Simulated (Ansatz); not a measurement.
Relaxation of C4H13AlSi (19 atoms, charge 0, multiplicity 1), to a largest force component of 0.015 eV/Å in at most 40 steps.

All numbers below come from RKS B3LYP-D4/STO-3G in Ansatz 0.2.0.

```xyz
19
Properties=species:S:1:pos:R:3
C -1.204 -1.141 -1.835
Si 0.428 -0.732 -1.123
C 0.275 0.250 0.473
C 1.786 0.456 1.067
C -0.581 -0.504 1.473
Al -0.498 2.064 0.068
H -1.767 -0.145 -2.034
H -1.089 -1.628 -2.809
H -1.832 -1.704 -1.099
H 1.224 0.039 -2.074
H 1.108 -2.002 -0.836
H 1.685 1.043 2.029
H 2.318 1.011 0.336
H 2.154 -0.525 1.319
H -1.615 -0.630 1.099
H -0.163 -1.472 1.721
H -0.631 0.091 2.448
H 0.259 3.008 -0.978
H -1.844 2.526 0.753
```

Task: Where does it end, and by what steps?

Result: The forces met the threshold. Limits of this set-up: minimal basis. After 13 steps the energy has fallen by 0.741 eV; H19 moved furthest, 0.52 Å.

```csv
step,energy less start (eV),largest force component (eV/Å),accepted
0,0.0000,4.304,yes
1,-0.6862,0.819,yes
2,-0.7268,0.126,yes
3,-0.7304,0.058,yes
4,-0.7318,0.025,yes
5,-0.7350,0.083,yes
6,-0.7345,0.154,no
7,-0.7371,0.030,yes
8,-0.7393,0.031,yes
9,-0.7404,0.089,yes
10,-0.7409,0.043,yes
11,-0.7412,0.020,yes
12,-0.7412,0.022,yes
13,-0.7412,0.011,yes
```

```xyz
19
Properties=species:S:1:pos:R:3
C -1.239 -0.912 -1.919
Si 0.428 -0.817 -1.054
C 0.298 0.261 0.497
C 1.745 0.543 1.034
C -0.495 -0.522 1.599
Al -0.589 1.906 0.023
H -1.583 0.077 -2.255
H -1.193 -1.555 -2.807
H -2.013 -1.320 -1.257
H 1.383 -0.242 -1.975
H 0.867 -2.156 -0.727
H 1.722 1.142 1.960
H 2.352 1.095 0.297
H 2.284 -0.390 1.274
H -1.521 -0.757 1.272
H -0.004 -1.475 1.860
H -0.574 0.064 2.531
H 0.157 2.919 -0.795
H -2.011 2.144 0.439
```

The run took 91 s on 1 CPU thread of a shared host.
